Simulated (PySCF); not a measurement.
Species: C8H8N (charge +1).
Structure used (PBE0-D3(BJ)/def2-SVP), in Å, numbered top down from 1:
```
atom  x, y, z in Å
C1     3.1053    1.4865   -2.1692
C2     2.1813    1.0415   -1.5232
C3     1.0947    0.5210   -0.7642
C4     0.6274    1.2076    0.3729
C5    -0.4313    0.7051    1.1167
C6    -1.0185   -0.4899    0.7138
N7    -2.1482   -1.0216    1.4990
C8    -0.5854   -1.1954   -0.4017
C9     0.4755   -0.6842   -1.1398
H10    3.9264    1.8810   -2.7431
H11    1.1055    2.1424    0.6688
H12   -0.7842    1.2484    1.9975
H13   -2.4399   -1.9438    1.1507
H14   -1.9058   -1.1367    2.4934
H15   -2.9739   -0.4066    1.4557
H16   -1.0574   -2.1342   -0.7055
H17    0.8345   -1.2209   -2.0190
```

Computed with PySCF at CAM-B3LYP/def2-SVPD, non-relativistic, on one gas-phase PBE0-D3(BJ)/def2-SVP geometry that isn't relaxed in the solvent. The solvent is an IEF-PCM continuum (Bondi radii, 1.10 Å for H, scaled by 1.2), and excitations are vertical TDDFT with non-equilibrium linear response and a frozen core. The model holds no explicit solvent molecules, cavitation or dispersion.

Gas-phase singlets (H = HOMO, L = LUMO):

```tsv
state	E (eV)	λ (nm)	f	leading configurations
S1	4.940	251	0.000	H-1→L 88%
S2	4.977	249	0.260	H→L 76%, H→L+2 9%
S3	5.053	245	0.077	H→L+2 56%, H-2→L 25%
S4	5.834	213	0.000	H→L+1 92%
S5	6.204	200	0.202	H-2→L 59%, H→L+2 33%
```

Q: What are the lowest 5 singlets in chloroform (ε = 4.711)?

A: 
| state | E (eV) | λ (nm) | f | leading configurations | change by rank (eV) |
| --- | --- | --- | --- | --- | --- |
| S1 | 5.123 | 242 | 0.248 | H→L 54%, H→L+1 20% | +0.183 |
| S2 | 5.157 | 240 | 0.196 | H→L 37%, H→L+1 31% | +0.180 |
| S3 | 5.383 | 230 | 0.000 | H-2→L 89% | +0.330 |
| S4 | 6.299 | 197 | 0.377 | H-1→L 50%, H→L+1 46% | +0.465 |
| S5 | 6.447 | 192 | 0.000 | H→L+5 74%, H-3→L+5 10% | +0.243 |

Q: What are the lowest 5 singlets in water (ε = 78.36)?

A: 
```csv
state,E (eV),λ (nm),f,leading configurations,change by rank (eV)
S1,5.162,240,0.024,"H-1→L 46%, H→L+1 44%",+0.222
S2,5.226,237,0.397,H→L 85%,+0.249
S3,5.540,224,0.000,H-2→L 89%,+0.487
S4,6.388,194,0.375,"H→L+1 49%, H-1→L 46%",+0.554
S5,6.402,194,0.000,"H→L+4 69%, H→L+5 15%",+0.198
```

Q: The ground-state energy changes by -3.030 eV from gas to water. By how much does the total energy of gas-phase S2 change?

A: E(S2) = E(S0) + excitation energy, so it changes by -3.030 + 0.249 = -2.781 eV: it is lowered less than the ground state, which is what a blue shift means. This is the vertical state, with the slow part of the continuum still set for S0.

Q: How do the frontier levels move from gas to water?

A: 
| orbital | gas (eV) | solvent (eV) | change (eV) | Löwdin shares, gas | Löwdin shares, solvent |
| --- | --- | --- | --- | --- | --- |
| LUMO+2 | -3.72 | 1.13 | +4.85 | C4 22 %, C8 17 %, C9 16 %, C5 15 % | N7 16 %, H15 12 %, H14 12 %, C6 12 % |
| LUMO+1 | -4.00 | 0.12 | +4.12 | N7 22 %, H15 18 %, H14 18 %, H13 17 % | C4 20 %, C8 18 %, C5 18 %, C9 17 % |
| LUMO | -4.29 | -0.56 | +3.73 | C3 17 %, C6 16 %, C5 10 %, C9 10 % | C6 16 %, C3 16 %, C1 12 %, C9 11 % |
| HOMO | -11.86 | -8.54 | +3.32 | C1 28 %, C2 25 %, C3 11 %, C6 10 % | C1 22 %, C2 18 %, C3 15 %, C6 14 % |
| HOMO-1 | -12.68 | -9.30 | +3.38 | C2 43 %, C1 43 %, C3 6 % | C5 21 %, C8 20 %, C4 20 %, C9 19 % |
| HOMO-2 | -13.10 | -9.79 | +3.31 | C5 22 %, C8 21 %, C4 19 %, C9 18 % | C1 42 %, C2 41 %, C3 6 % |
| HOMO-3 | -14.35 | -10.90 | +3.45 | C2 21 %, C3 20 %, C6 16 %, C1 13 % | C2 26 %, C1 20 %, C6 14 %, C3 13 % |

The HOMO–LUMO gap goes from 7.57 to 7.98 eV. Rows go by rank; for HOMO-2, HOMO-1, LUMO, LUMO+1 and LUMO+2 the atom shares or the degeneracy differ between the runs, so the row needn't follow one orbital.

The run took about 2.3 min of CPU time (one thread, shared machine). This is the whole response run at CAM-B3LYP/def2-SVPD in water, SCF included.
